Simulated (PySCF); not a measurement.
**Run record: [C25H16B]-**

The script drives PySCF SCF with an in-house response code with single-precision fitted integrals, so total energies wander by about 1e-6 Eh between cycles (the fitting error itself is about 1e-3 Eh and cancels in differences); atoms count from 0. Kgrid is the grid level of the response kernel; vcut the energy (Eh) above which virtual orbitals leave the response; delta the states run by ΔSCF (the anion only where the lumo is low enough to bind); pop asks for populations, which are stored and not printed; grid is the SCF grid level (2 if not given).

For an anion in the gas phase the computed excited states may lie above the detachment threshold. The basis has no diffuse functions, so the polarisability comes out too low.

Job and coordinates (Å):

```
{"job": {"kind": "uv", "basis": "6-31G*", "grid": 1, "kgrid": 0, "vcut": 1.5, "nstates": 6, "ntriplets": 2, "tda": true, "delta": ["ip_vertical"], "pop": true, "xc": "PBE0"}, "charge": -1, "multiplicity": 1}
C      6.130218     1.266127    -1.105236
C      6.556930     0.243505    -0.230866
C      5.635044    -0.531474     0.405393
C      4.240840    -0.352068     0.222641
C      3.329947    -1.166393     0.891833
C      1.950997    -1.021115     0.733200
C      1.035630    -1.881931     1.351241
C     -0.337413    -1.750014     1.194502
C     -1.201648    -2.751974     1.712153
C     -2.531038    -2.764226     1.448225
C     -3.144189    -1.669240     0.776682
C     -4.527283    -1.684598     0.486745
C     -5.136925    -0.629236    -0.118949
C     -4.425793     0.577185    -0.318444
C     -5.069619     1.732953    -0.797724
C     -4.412992     2.931859    -0.866427
C     -3.100082     3.024586    -0.391605
C     -2.439683     1.907146     0.048937
C     -3.046305     0.635565     0.021723
C     -2.360858    -0.561158     0.406807
C     -0.919744    -0.667182     0.424658
C     -0.098252     0.147472    -0.331973
B      1.409517     0.062934    -0.214047
C      2.447402     0.907873    -0.908292
C      3.797174     0.690465    -0.676372
C      4.802290     1.474689    -1.312366
H      6.872350     1.879770    -1.604102
H      7.617795     0.085812    -0.073304
H      5.961701    -1.318163     1.077676
H      3.728760    -1.933787     1.555817
H      1.396075    -2.729165     1.935033
H     -0.755148    -3.559746     2.281954
H     -3.160071    -3.584446     1.774257
H     -5.089409    -2.580389     0.723474
H     -6.180709    -0.675135    -0.405282
H     -6.108434     1.660346    -1.095539
H     -4.913706     3.814483    -1.243462
H     -2.608977     3.987863    -0.364036
H     -1.448346     2.000758     0.465241
H     -0.584877     0.813538    -1.038285
H      2.208406     1.721814    -1.591639
H      4.476255     2.260616    -1.985613
```

Command:

```bash
OMP_NUM_THREADS=1 python large_run.py task.json out
```

Problem. What does the program print?

Solution. 
```
start: PBE on a coarse grid of 35875 points
cycle   1  E = -985.8681120904  dE =  4.439e+00  |g| = 1.075e+00  |ddm| = 7.975e+00
cycle   2  E = -984.5679036786  dE =  1.300e+00  |g| = 2.163e+00  |ddm| = 5.616e+00
cycle   3  E = -985.9163520780  dE = -1.348e+00  |g| = 9.563e-01  |ddm| = 4.926e+00
cycle   4  E = -986.2289266689  dE = -3.126e-01  |g| = 2.144e-01  |ddm| = 1.580e+00
cycle   5  E = -986.2243860005  dE =  4.541e-03  |g| = 2.441e-01  |ddm| = 6.091e-01
cycle   6  E = -986.2415788983  dE = -1.719e-02  |g| = 7.167e-02  |ddm| = 3.877e-01
cycle   7  E = -986.2430759701  dE = -1.497e-03  |g| = 2.972e-02  |ddm| = 1.291e-01
cycle   8  E = -986.2433495860  dE = -2.736e-04  |g| = 1.143e-02  |ddm| = 5.189e-02
cycle   9  E = -986.2433888545  dE = -3.927e-05  |g| = 3.417e-03  |ddm| = 1.793e-02
final grid: 157977 points
cycle  10  E = -986.0625886900  dE = -1.125e-02  |g| = 4.948e-02  |ddm| = 1.262e+00
cycle  11  E = -986.0625775248  dE =  1.117e-05  |g| = 5.051e-02  |ddm| = 1.423e-01
cycle  12  E = -986.0632403470  dE = -6.628e-04  |g| = 1.893e-02  |ddm| = 8.685e-02
cycle  13  E = -986.0633447089  dE = -1.044e-04  |g| = 3.489e-03  |ddm| = 2.852e-02
cycle  14  E = -986.0633494860  dE = -4.777e-06  |g| = 1.622e-03  |ddm| = 6.306e-03
cycle  15  E = -986.0633509871  dE = -1.501e-06  |g| = 6.232e-04  |ddm| = 2.793e-03
cycle  16  E = -986.0633496976  dE =  1.289e-06  |g| = 2.201e-04  |ddm| = 1.071e-03
cycle  17  E = -986.0633478979  dE =  1.800e-06  |g| = 6.466e-05  |ddm| = 3.518e-04
converged SCF energy = -986.0633478979
Vertical ionisation energy (delta-SCF) = 2.4940 eV   <S^2> = 0.773

Static polarisability (au): isotropic 351.114, principal 99.388 332.723 621.231

Singlet excitations
state   eV       nm        f      main configurations
  1   2.4429    507.5   0.03633   H->L 0.88
  2   2.7749    446.8   0.09654   H-1->L 0.59, H->L+1 0.28
  3   3.2287    384.0   0.65409   H->L+1 0.57, H-1->L 0.29
  4   3.3271    372.6   0.02510   H-1->L+1 0.52, H->L+2 0.41
  5   3.3954    365.2   0.12667   H->L+2 0.47, H-1->L+1 0.36
  6   3.6724    337.6   0.21461   H-2->L 0.40, H-1->L+2 0.34, H->L+3 0.14

Triplet excitations (Tamm-Dancoff, eV): 1.4787 1.9601
```

The run took 3.5 min of wall time on 1 thread of Arm Neoverse V1 (shared host), peak memory 0.66 GiB.
